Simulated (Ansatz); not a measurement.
A search over several starts for the lowest SCF solution of Ag2Sn at the given spin, in a small basis.

```yaml
crystal:
  periodic: [false, false, false]
  atoms:
    - {symbol: Ag, position_ang: [0.074828, -1.533848, -0.823860]}
    - {symbol: Ag, position_ang: [0.817089, 0.594197, 1.419967]}
    - {symbol: Sn, position_ang: [-0.891928, 0.939650, -0.596117]}
basis:
  gaussian: {orbitals: def2-SVP, initial_orbitals: start.molden}
hamiltonian: {xc: pbe0, dispersion: d4}
output: {orbitals: {seedname: orbitals}}
```

The file start.molden holds the orbitals of an earlier run on this structure, at another level or in another basis.

```sh
$ ansatz run in.yaml --threads 4 --pin off --events-out ev --progress --plain --max-ram 3916MiB
```

Output, abridged:

```
Functional definition: PBE0
998 factors; integrals over basis functions are off by at most 5.6e-4 eV
mean field evaluation 1: about -13829.7571 eV, gradient 2.4e1 eV
mean field evaluation 2: about -13829.8849 eV, gradient 2.9e-1 eV
mean field evaluation 4: about -13829.9652 eV, gradient 4.7e-3 eV
mean field evaluation 8: about -13825.8317 eV, gradient 3.9e1 eV
mean field evaluation 16: about -13829.9651 eV, gradient 1.0e-1 eV
mean field -13829.96516083 eV, -508.2418453734 hartree, gradient 3.0e-5 eV, S^2 0.000000; 1 other end points of the search recorded, 0 dependent functions left out
reference -13829.96518918 eV, -508.2418464154 hartree; 30, 30 occupied and 58, 58 virtual orbitals, 998 factors
Total energy: -13830.08064570 eV, -508.2460893640 hartree
```

Hardware: 4 threads of Arm Neoverse V2 on a shared host. Wall time 1.7 s.

In the def2 sets Ag, Sn take a core potential; there is no spin–orbit coupling. The structure comes from a short search, and lower isomers may exist.
